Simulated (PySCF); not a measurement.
## How methods differ on the ionisation energy of Tc+

Tc+ [Kr] 4d5 5s1 (7S) → Tc(2+) [Kr] 4d5 (6S), as a difference of total energies. Computed with PySCF 2.14 in aug-cc-pwCVDZ-PP with ECP28MDF, with a scalar-relativistic core potential. Correlated levels: valence: 4s2 4p6 frozen; valence and next inner shell: nothing frozen outside the core potential. The calculations carry no spin-orbit coupling.

Order these methods by the ionisation energy they give, lowest first.
A. MP2 (valence)
B. MP2 (valence and next inner shell)
C. CAM-B3LYP
D. B3LYP

A (14.790 eV), B (15.201 eV), C (15.246 eV), D (15.428 eV).

Errors of the correlated levels include the incompleteness of this basis and the frozen core.

For comparison: 15.26 eV (semi-empirical (NIST evaluation); NIST Atomic Spectra Database, ionization energies).
